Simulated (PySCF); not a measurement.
Atomic charges by several schemes

C5H9NOSi.
Geometry (GFN2-xTB, Å), atoms numbered from 1 in this order:
```xyz
17
C5H9NOSi angstrom
C     -2.4555    0.4098   -0.5007
C     -1.2777    0.4832    0.4620
C      0.0438    0.7421   -0.2105
C      0.8277   -0.2882    0.1449
C      2.2181   -0.6241   -0.1833
N      2.9349    0.3574   -0.7923
O      2.7058   -1.7076    0.0775
Si    -0.5107   -1.1696    1.1534
H     -3.3657    0.1474    0.0335
H     -2.6147    1.3680   -0.9957
H     -2.2746   -0.3434   -1.2646
H     -1.4903    1.2511    1.2111
H      0.2489    1.5850   -0.8571
H      3.8924    0.1764   -1.0425
H      2.5354    1.2512   -1.0097
H     -0.3422   -1.2443    2.6015
H     -1.0826   -2.3821    0.5795
```

Density: PBE0/pcSseg-1 (PySCF); schemes: Mulliken, IAO, Hirshfeld and ESP-fitted. One conformer (not necessarily the lowest) at the GFN2-xTB geometry, without solvent, vibrations or thermal averaging.

Q: At which atom do the 4 schemes differ most?

A: At N6: from -0.982 (ESP-fitted) to -0.179 e (Hirshfeld), 0.803 e apart.

Q: Do the Mulliken, IAO, Hirshfeld and ESP-fitted schemes agree on where the charge is highest?

A: The schemes don't all agree: Mulliken Si8 (+0.739); IAO Si8 (+0.744); Hirshfeld Si8 (+0.350); ESP-fitted C5 (+0.823).

Q: What partial charge does each atom carry?

A: In e:

| atom | environment | Mulliken | IAO | Hirshfeld | ESP-fitted |
| --- | --- | --- | --- | --- | --- |
| C1 | methyl carbon | -0.211 | -0.415 | -0.122 | -0.372 |
| C2 | sp3 carbon bound to silicon | -0.518 | -0.358 | -0.108 | +0.077 |
| C3 | alkene CH carbon | -0.048 | -0.107 | -0.021 | -0.146 |
| C4 | fully substituted alkene carbon | -0.420 | -0.313 | -0.108 | -0.349 |
| C5 | amide carbonyl carbon | +0.508 | +0.433 | +0.153 | +0.823 |
| N6 | amide nitrogen | -0.421 | -0.509 | -0.179 | -0.982 |
| O7 | amide oxygen | -0.431 | -0.501 | -0.304 | -0.566 |
| Si8 | SiH2 silicon | +0.739 | +0.744 | +0.350 | +0.349 |
| H9 | methyl hydrogen | +0.120 | +0.144 | +0.042 | +0.091 |
| H10 | methyl hydrogen | +0.111 | +0.136 | +0.038 | +0.105 |
| H11 | methyl hydrogen | +0.111 | +0.138 | +0.037 | +0.103 |
| H12 | methine hydrogen | +0.146 | +0.140 | +0.034 | +0.025 |
| H13 | vinylic hydrogen | +0.080 | +0.136 | +0.051 | +0.144 |
| H14 | amide N–H hydrogen | +0.196 | +0.285 | +0.139 | +0.419 |
| H15 | amide N–H hydrogen | +0.192 | +0.272 | +0.131 | +0.408 |
| H16 | Si–H hydrogen | -0.079 | -0.113 | -0.068 | -0.076 |
| H17 | Si–H hydrogen | -0.075 | -0.111 | -0.065 | -0.054 |

Mean size of the charges over all atoms: ESP-fitted 0.299 e, IAO 0.286 e, Mulliken 0.259 e, Hirshfeld 0.115 e. Each set sums to the total charge, 0, to within 0.001 e. The Hirshfeld scheme divides the density at each point in proportion to the densities of the neutral, spherically averaged free atoms. The IAO scheme projects the occupied orbitals on a minimal set of polarised atomic orbitals and counts the electrons in each atom's part of it.

Q: Sum the charges by element, for elements with more than one atom.

A: 
```json
{"element": "C", "atoms": "5", "Mulliken": "-0.689", "IAO": "-0.760", "Hirshfeld": "-0.205", "ESP-fitted": "+0.033"}
{"element": "H", "atoms": "9", "Mulliken": "+0.803", "IAO": "+1.025", "Hirshfeld": "+0.338", "ESP-fitted": "+1.166"}
```

Q: How closely do the schemes follow one another over all atoms?

A: Correlation coefficient and root-mean-square difference: IAO with Hirshfeld 0.97, 0.199 e; Mulliken with IAO 0.97, 0.085 e; Mulliken with Hirshfeld 0.93, 0.198 e; IAO with ESP-fitted 0.85, 0.215 e; Hirshfeld with ESP-fitted 0.81, 0.298 e; Mulliken with ESP-fitted 0.78, 0.254 e.
